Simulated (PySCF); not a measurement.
CH4MgOS, SMILES [O]([Mg][SH])C.

Geometry: B3LYP-D3(BJ)/def2-SVP. The values are those of a single conformer.

Computed with TDA-ωB97X/def2-SVPD run with PySCF 2.14.0.

Vertical excitations. Isolated molecule, no solvent.

Computed excitation energies, oscillator strengths and character:
```tsv
state	energy (eV)	λ (nm)	f	main pairs
S1	4.96	250	0.045	HOMO→LUMO 93 %
S2	5.37	231	0.026	HOMO−1→LUMO 88 %
S3	5.40	229	0.050	HOMO−2→LUMO 88 %
S4	6.10	203	0.000	HOMO→LUMO+1 53 %, HOMO→LUMO+4 32 %
S5	6.28	198	0.102	HOMO−3→LUMO 76 %, HOMO→LUMO+2 12 %
S6	6.61	188	0.001	HOMO−2→LUMO+1 26 %, HOMO→LUMO+1 19 %, HOMO→LUMO+7 16 %, HOMO→LUMO+3 11 %
S7	6.68	186	0.000	HOMO−2→LUMO+1 52 %, HOMO→LUMO+7 9 %, HOMO→LUMO+3 8 %
S8	6.71	185	0.001	HOMO−1→LUMO+1 53 %, HOMO−2→LUMO+2 18 %
S9	6.89	180	0.001	HOMO−1→LUMO+2 77 %, HOMO−1→LUMO+6 17 %
S10	6.98	178	0.167	HOMO→LUMO+2 41 %, HOMO→LUMO+6 11 %, HOMO−3→LUMO 9 %, HOMO−3→LUMO+4 8 %
T1	4.77	260	0	HOMO→LUMO 90 %
T2	5.32	233	0	HOMO−1→LUMO 86 %
T3	5.34	232	0	HOMO−2→LUMO 85 %
T4	5.84	212	0	HOMO−3→LUMO 89 %
```
Triplets are in the Tamm–Dancoff approximation.
